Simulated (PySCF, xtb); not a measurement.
ZnF, SMILES [F][Zn] (connectivity only; charge and spin as stated), neutral, multiplicity 2.

Harmonic wavenumbers (cm⁻¹) from GFN2-xTB run with xtb at its own minimum, in rising order: 344.

What does PBE0-D3(BJ)/def2-TZVPD in PySCF 2.14.0 give at its own minimum? (Estimate from the structure and the level; the computed values follow.)

593. Paired by order, the mean absolute difference is 249 cm⁻¹ and the zero-point energies are 0.5 and 0.8 kcal/mol.
